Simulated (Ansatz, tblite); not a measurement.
Cost and result up the ladder for [WO3(NH2)]- (WNO3H2⁻) (7 atoms). Charge -1, multiplicity 1. Geometry: PBE-D4/def2-SVPD.

Cartesian coordinates in Å:
```
W 0.225 0.002 0.744
O 1.265 1.430 0.921
O -1.194 0.167 1.795
O 1.162 -1.457 1.113
N -0.453 -0.175 -1.155
H -1.189 0.444 -1.500
H 0.184 -0.412 -1.917
```

Ansatz on 4 threads of Arm Neoverse V2 on a shared host; xTB runs through tblite on one thread. Times are rough, summed over both states, and most runs start from the orbitals of an earlier one. PBE0-D4/def2-TZVPD serves as the yardstick here, not as an exact answer. Differences are given only for rows in sets of like size (and for xTB, whose basis is part of the method), since another set adds its own error. The other state is a doublet.

In the def2 sets W takes a core potential; there is no spin–orbit coupling. The xTB rows come from tblite. Correlated methods freeze 4 core orbitals; core or outer-core shells of W are correlated, in sets that lack core-valence functions. The rows differ in basis, and correlated rows in double-zeta sets carry the largest basis error. HOMO above LUMO, or a gap near zero within one spin, warns that the state may not be the lowest or that an electron is smeared out.

Run but left out: HF/def2-SVPD, MP2/def2-SVPD (neutral doublet: ⟨S²⟩ 1.12, where a pure state has 0.75).

Correlated methods converge slowly with the basis, most of all in double-zeta sets.

Raw xTB energies of ions are shifted by several eV.

```json
{"level": "GFN1-xTB", "functions": "29", "wall time": "0.008 s", "vertical IE (eV)": "9.32", "difference from PBE0-D4/def2-TZVPD (eV)": "4.49", "remarks": "–"}
{"level": "GFN2-xTB", "functions": "27", "wall time": "0.008 s", "vertical IE (eV)": "8.61", "difference from PBE0-D4/def2-TZVPD (eV)": "3.77", "remarks": "–"}
{"level": "PBE-D4/def2-TZVPD", "functions": "218", "wall time": "7.3 s", "vertical IE (eV)": "4.47", "difference from PBE0-D4/def2-TZVPD (eV)": "-0.37", "remarks": "gap within one spin near zero (doublet)"}
{"level": "PBE0-D4/def2-TZVPD", "functions": "218", "wall time": "17 s", "vertical IE (eV)": "4.84", "difference from PBE0-D4/def2-TZVPD (eV)": "0.00", "remarks": "–"}
{"level": "CCSD(T)/def2-SVPD", "functions": "140", "wall time": "3.5 min", "vertical IE (eV)": "4.97", "difference from PBE0-D4/def2-TZVPD (eV)": "–", "remarks": "spin-contaminated (⟨S²⟩ 1.12) (doublet)"}
```
